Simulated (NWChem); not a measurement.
System: SiNH₂Cl₃; SMILES Cl[Si](Cl)(N)Cl

NWChem input:

```
start job
memory heap 200 mb stack 900 mb global 1100 mb
geometry units angstroms noautosym nocenter noautoz
  N     -0.273795     1.944592     0.000000
  Si    -0.031370     0.267102     0.000000
  Cl    -0.892594    -0.507801     1.686821
  Cl    -0.892594    -0.507801    -1.686821
  Cl     1.935330    -0.339513     0.000000
  H     -0.127201     2.486848     0.843997
  H     -0.127201     2.486848    -0.843997
end
basis spherical
  N library sto-3g
  Si library sto-3g
  Cl library sto-3g
  H library sto-3g
end
dft
  xc hfexch
  iterations 150
end
property
  shielding 5 1 2 3 5 6
end
task dft property
```

STO-3G and 3-21G are far too small for this property and stand as cheap habits. The geometry was optimised at PBE0/def2-SVP.

GIAO values for the isolated, static molecule; σ is the absolute isotropic shielding, δ = σ(reference) − σ with the isolated reference molecule computed at the same levels (1H: tetramethylsilane, 15N: ammonia, 29Si: tetramethylsilane).

Atoms are numbered as in the input.

**Question.** What results follow from this input? (Hartree-Fock/STO-3G, GIAO.) Quantities: δ N1 (ppm); δ Si2 (ppm); σ Cl3 (ppm); σ Cl5 (ppm); δ H6 (ppm).

**Answer.** 
| Item | Result |
|---|---|
| δ N1 (ppm) | -33.3 |
| δ Si2 (ppm) | 17.9 |
| σ Cl3 (ppm) | 1177.7 |
| σ Cl5 (ppm) | 1161.1 |
| δ H6 (ppm) | 0.18 |
